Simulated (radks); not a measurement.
The numbers below are computed, except where a source is named.
Ionisation of neutral potassium, [Ar] 4s1, to K+, [Ar], under several functionals. Dirac Kohn-Sham, spin-unpolarised, spherical densities, point nucleus; a radial shooting solver on a logarithmic mesh with Libxc functionals.

OLYP: E(K) (hartree) -602.35574; Exc (hartree) -33.66582; IE (eV) 4.295; -e(HOMO) (eV) 2.074; <r> HOMO (bohr) 5.157; IE error (eV) -0.046
BP86: E(K) (hartree) -602.36318; Exc (hartree) -33.64454; IE (eV) 4.335; -e(HOMO) (eV) 2.441; <r> HOMO (bohr) 4.965; IE error (eV) -0.005
exchange-only B88: E(K) (hartree) -601.52389; Exc (hartree) -32.78409; IE (eV) 3.891; -e(HOMO) (eV) 1.878; <r> HOMO (bohr) 5.177; IE error (eV) -0.450
RPBE: E(K) (hartree) -602.25216; Exc (hartree) -33.53413; IE (eV) 4.338; -e(HOMO) (eV) 2.277; <r> HOMO (bohr) 5.096; IE error (eV) -0.003
exchange-only LDA: E(K) (hartree) -599.06558; Exc (hartree) -30.25941; IE (eV) 3.720; -e(HOMO) (eV) 1.762; <r> HOMO (bohr) 5.173; IE error (eV) -0.620
BLYP: E(K) (hartree) -602.31341; Exc (hartree) -33.59326; IE (eV) 4.359; -e(HOMO) (eV) 2.245; <r> HOMO (bohr) 4.924; IE error (eV) +0.018

NIST Atomic Spectra Database: 4.341 eV (measured). Closest: RPBE. The Delta-SCF values span 0.64 eV, the total energies 3.30 hartree. The highest occupied level is 4s1/2. Spin polarisation and multiplet splitting are left out, so open shells lie too high by an amount that depends on their filling.

Beside tabulated values, note that spin-unpolarised runs miss the spin-polarisation part of the exchange energy of open shells.
